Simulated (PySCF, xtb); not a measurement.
TaH₅, SMILES [TaH5] (connectivity only; charge and spin as stated), neutral, multiplicity 1.

Harmonic wavenumbers (cm⁻¹) from xtb 6.7.1 with GFN2-xTB at its own minimum, in rising order: 63, 142, 507, 507, 509, 882, 895, 899, 1053, 1060, 1222, 1263.

### Question
What does PySCF with PBE-D3(BJ)/def2-TZVPD give at its own minimum? (The exact figures need the calculation; the answer reports its results.)

### Answer
185, 185, 751, 751, 764, 813, 875, 1789, 1815, 1844, 1844, 1892. Paired by order, the mean absolute difference is 390 cm⁻¹ and the zero-point energies are 12.9 and 19.3 kcal/mol.
